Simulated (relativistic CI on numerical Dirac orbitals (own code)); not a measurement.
Pr XVII: sensitivity of the levels to the model

Base calculation: Dirac-Coulomb-Breit CI, orbitals from a KLI potential per configuration, model QED, unscaled Slater integrals.

Configurations in the expansion (outside the closed core [Ar] 3d10): 4s²4p⁶4d⁷, 4s²4p⁵4d⁸, 4s²4p⁶4d⁶4f, 4s4p⁶4d⁸, 4s²4p⁶4d⁶5s, 4s²4p⁵4d⁷4f, 4s²4p⁶4d⁶5p, 4s4p⁶4d⁷4f, 4s²4p⁶4d⁵4f5s, 4s²4p⁶4d⁶5d, 4s²4p⁶4d⁵5s5p, 4s²4p⁵4d⁷5s, 4s²4p⁶4d⁶5f, 4s²4p⁶4d⁶6s, 4s²4p⁶4d⁶6p, 4s²4p⁶4d⁶7s, 4s4p⁶4d⁷5s, 4p⁶4d⁸4f, 4p⁶4d⁹, 4p⁵4d¹⁰, 4p⁵4d⁹4f, 4s²4p⁶4d⁵5s², 4s²4p⁶4d⁴4f5s², 4s²4p⁵4d⁵4f5s², 4s²4p⁶4d⁴5s²5p, 4p⁶4d⁸5s, 4p⁵4d⁹5s, 4p⁵4d⁸4f5s, 4p⁶4d⁷5s², 4p⁵4d⁸5s², 4p⁶4d⁶4f5s², 4p⁵4d⁷4f5s², 4p⁶4d⁶5s²5p. Double excitations out of closed p, d and f shells are left out; levels of such configurations are missing from the list, as are those of other unlisted configurations, and high levels can miss mixing partners.

Variants: (1) valence Slater integrals scaled by 0.9; (2) configuration mixing switched off; (3) Breit term removed. Shifts of the energy above 4s²4p⁶4d⁷ ⁴F9/2, in cm⁻¹, for the lowest level and the first level of each name with at least 55 % of one term (blank where a level changes its place among those of its configuration and J or its character, or is not in the variant):

| Level | Base | Δ(1) | Δ(2) | Δ(3) |
| --- | --- | --- | --- | --- |
| 4s²4p⁶4d⁷ ⁴F9/2 | 0 | 0 | 0 | 0 |
| 4s²4p⁶4d⁷ ⁴F7/2 | 27385 | +367 | -340 | +742 |
| 4s²4p⁶4d⁷ ⁴F5/2 | 31596 | -1726 | -1419 | +267 |
| 4s²4p⁶4d⁷ ⁴P5/2 | 50172 | -2034 | -1171 | +625 |
| 4s²4p⁶4d⁷ ⁴P1/2 | 58710 | -2837 | -577 | +632 |
| 4s²4p⁶4d⁷ ²H11/2 | 63533 | -3393 | +1598 | +988 |
| 4s²4p⁶4d⁷ ²G7/2 | 68949 | -3131 | +115 | +1009 |
| 4s²4p⁶4d⁷ ²D5/2 | 83512 | -3278 | -2217 | +1226 |
| 4s²4p⁶4d⁷ ²F5/2 | 92619 | -6610 | +50 | +571 |
| 4s²4p⁶4d⁷ ²H9/2 | 93229 | -3137 | +850 | +1773 |
| 4s²4p⁶4d⁷ ²P1/2 | 93833 | -3089 | -181 | +1518 |
| 4s²4p⁶4d⁷ ²F7/2 | 110804 | -5801 | +195 | +1435 |
| 4s²4p⁶4d⁷ ²D3/2 | 113769 | -5505 | -1049 | +1467 |
| 4s²4p⁵4d⁸ ⁴G°11/2 | 856929 | +5481 | -4618 | +2538 |

At this charge energies of transitions that change n are usually good to better than 1 %, and those within a shell (Δn = 0) to a few per cent. Terms inside the open d or f shell come out 10 to 20 % too wide with unscaled integrals.

Ionisation energy from the two ground configurations alone: base 445.177 eV; valence Slater integrals scaled by 0.9 445.37 eV; Breit term removed 445.271 eV. The NIST ASD value (theoretical) is 445 eV.

LS names give the leading component of a level, which can be under half, so a name can repeat, a term be missing and a line seem to break the LS rules.
